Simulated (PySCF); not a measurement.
**A PySCF run on CuB**

State: ¹Σ⁺ (singlet), closed shell.

An equivalent input (the run itself took its basis sets from the Basis Set Exchange, started from a PBE0 density and held the occupation σ 9α 9β, πx 3α 3β, πy 3α 3β, δx 1α 1β, δy 1α 1β):

```python
from pyscf import gto, scf, cc
mol = gto.M(atom='Cu 0 0 0; B 0 0 1.962', basis={'Cu': 'def2-TZVPP', 'B': 'def2-TZVPP'},
            charge=0, spin=0, verbose=4, symmetry='C2v')
mf = scf.RHF(mol)
mf.irrep_nelec = {'A1': 20, 'A2': 2, 'B1': 6, 'B2': 6}
mf.conv_tol = 1e-9
mf.max_cycle = 60
mf.diis_space = 10
mf.kernel()
mycc = cc.CCSD(mf, frozen=[0, 1, 2, 3, 4, 5])
mycc.run(conv_tol=1e-7, conv_tol_normt=1e-5, max_cycle=80, diis_space=8)
et = mycc.ccsd_t()
```

The SCF ended at -1663.45439776 hartree. The coupled-cluster part of the log:

```
******** <class 'pyscf.cc.ccsd.CCSD'> ********
CC2 = 0
CCSD nocc = 11, nmo = 89
frozen orbitals [0, 1, 2, 3, 4, 5]
max_cycle = 80
direct = 0
conv_tol = 1e-07
conv_tol_normt = 1e-05
diis_space = 8
diis_start_cycle = 0
diis_start_energy_diff = 1e+09
Init t2, MP2 energy = -1664.40596750099  E_corr(MP2) -0.951569740512771
Init E_corr(CCSD) = -0.951569740515435
cycle = 1  E_corr(CCSD) = -0.763168159639031  dE = 0.188401581  norm(t1,t2) = 0.185287
cycle = 2  E_corr(CCSD) = -0.888566251067996  dE = -0.125398091  norm(t1,t2) = 0.162707
cycle = 3  E_corr(CCSD) = -0.8524217840893  dE = 0.036144467  norm(t1,t2) = 0.188273
cycle = 4  E_corr(CCSD) = -0.844780264547665  dE = 0.00764151954  norm(t1,t2) = 0.0344815
cycle = 5  E_corr(CCSD) = -0.847456804989832  dE = -0.00267654044  norm(t1,t2) = 0.0200634
cycle = 6  E_corr(CCSD) = -0.851718474620193  dE = -0.00426166963  norm(t1,t2) = 0.0087996
cycle = 7  E_corr(CCSD) = -0.852124287999775  dE = -0.00040581338  norm(t1,t2) = 0.00533882
cycle = 8  E_corr(CCSD) = -0.850961814247353  dE = 0.00116247375  norm(t1,t2) = 0.0048703
cycle = 9  E_corr(CCSD) = -0.850772596615724  dE = 0.000189217632  norm(t1,t2) = 0.00149717
cycle = 10  E_corr(CCSD) = -0.850992942713904  dE = -0.000220346098  norm(t1,t2) = 0.000574223
cycle = 11  E_corr(CCSD) = -0.850976911283778  dE = 1.60314301e-05  norm(t1,t2) = 0.000400469
cycle = 12  E_corr(CCSD) = -0.850989425155221  dE = -1.25138714e-05  norm(t1,t2) = 0.000189029
cycle = 13  E_corr(CCSD) = -0.850988412498421  dE = 1.0126568e-06  norm(t1,t2) = 8.43303e-05
cycle = 14  E_corr(CCSD) = -0.850990450323195  dE = -2.03782477e-06  norm(t1,t2) = 4.98706e-05
cycle = 15  E_corr(CCSD) = -0.850991647651494  dE = -1.1973283e-06  norm(t1,t2) = 2.25806e-05
cycle = 16  E_corr(CCSD) = -0.850991417268216  dE = 2.30383277e-07  norm(t1,t2) = 1.26236e-05
cycle = 17  E_corr(CCSD) = -0.85099211679067  dE = -6.99522453e-07  norm(t1,t2) = 6.32504e-06
cycle = 18  E_corr(CCSD) = -0.850992135448818  dE = -1.86581484e-08  norm(t1,t2) = 3.22544e-06
CCSD converged
E(CCSD) = -1664.305389895926  E_corr = -0.8509921354488181
CCSD(T) correction = -0.036165721479477
```

T1 diagnostic 0.043, D1 0.146, 22 electrons correlated.

Repeating this along the bond gives Re = 1.930 Å and ωe = 503 cm⁻¹.

A point of this curve took 52 CPU seconds beside 0.78 for the integrals, on Arm Neoverse V1 (shared host).

Correlated steps freeze 6 core orbitals. The CCSD T1 diagnostic is raised, a sign that a single reference may not be enough here.
